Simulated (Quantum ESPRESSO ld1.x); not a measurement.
Results of a calculation; reference values are marked as such.
Task: P7+, 8 electrons, occupied as [He] 2s2 2p4. Code: ld1.x of Quantum ESPRESSO 7.5. Model: non-relativistic Kohn-Sham, LDA (Slater exchange, Perdew-Wang correlation), spin-polarised, spherical densities, point nucleus; open shells are filled with parallel spins first. Some entries of the table are withheld. Estimate them.

| orbital | occ. | eigenvalue (eV) | <1/r> (bohr^-1) |
|---|---|---|---|
| 1s up | 1 | (1) | 14.53 |
| 1s down | 1 | (2) | 14.55 |
| 2s up | 1 | (3) | 2.996 |
| 2s down | 1 | (4) | 2.965 |
| 2p up | 3 | -295.132 | 2.927 |
| 2p down | 1 | -286.173 | 2.897 |

Result: 
(1) 1s up eigenvalue (eV): -2269.44
(2) 1s down eigenvalue (eV): -2264.64
(3) 2s up eigenvalue (eV): -337.838
(4) 2s down eigenvalue (eV): -330.044
